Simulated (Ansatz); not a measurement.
Basis sets compared for the cluster B2F4. The state is a singlet with charge 0. Geometry PBE0-D4/def2-SVP. Ansatz on 4 threads of Arm Neoverse V1 on a shared host; times are rough, and most runs start from earlier orbitals.

| atom | x (Å) | y (Å) | z (Å) |
| --- | --- | --- | --- |
| B1 | 0.712 | 0.303 | -0.382 |
| B2 | -0.713 | -0.303 | 0.382 |
| F3 | 1.091 | 1.556 | -0.238 |
| F4 | -1.792 | 0.439 | 0.514 |
| F5 | 1.471 | -0.467 | -1.134 |
| F6 | -0.770 | -1.529 | 0.859 |

The structure comes from a short search, and lower isomers may exist.

Binding counts from free atoms (B doublet, F doublet) in the same basis, without a counterpoise term.

| level | functions | energy (Eh) | HOMO (eV) | LUMO (eV) | binding per atom (eV) | wall time |
| --- | --- | --- | --- | --- | --- | --- |
| HF/STO-3G | 30 | -441.1224 | -9.45 | 6.46 | 3.98 | 0.1 s |
| HF/6-31G | 54 | -447.2215 | -14.63 | 1.29 | 3.35 | 0.15 s |
| PBE-D4/def2-SVP | 84 | -448.5052 | -8.10 | -2.77 | 5.37 | 0.5 s |
| PBE-D4/def2-TZVP (with forces) | 186 | -449.0482 | -8.36 | -3.02 | 5.22 | 1.2 s |
| r2SCAN-D4/def2-TZVP | 186 | -449.3086 | -8.75 | -2.78 | 5.10 | 2.2 s |
| PBE0-D4/def2-SVP | 84 | -448.5120 | -9.91 | -1.88 | 5.16 | 0.5 s |
| PBE0-D4/def2-TZVP | 186 | -449.0553 | -10.07 | -2.08 | 5.05 | 1.4 s |

Problem. Estimate the rows for PBE-D4/def2-TZVPD, r2SCAN-D4/def2-TZVPD, PBE0-D4/def2-TZVPD.

Solution. 
```json
{"level": "PBE-D4/def2-TZVPD", "functions": "234", "energy (Eh)": "-449.0501", "HOMO (eV)": "-8.41", "LUMO (eV)": "-3.08", "binding per atom (eV)": "5.21", "wall time": "1.6 s"}
{"level": "r2SCAN-D4/def2-TZVPD", "functions": "234", "energy (Eh)": "-449.3098", "HOMO (eV)": "-8.78", "LUMO (eV)": "-2.82", "binding per atom (eV)": "5.09", "wall time": "3 s"}
{"level": "PBE0-D4/def2-TZVPD", "functions": "234", "energy (Eh)": "-449.0566", "HOMO (eV)": "-10.11", "LUMO (eV)": "-2.12", "binding per atom (eV)": "5.04", "wall time": "2.2 s"}
```
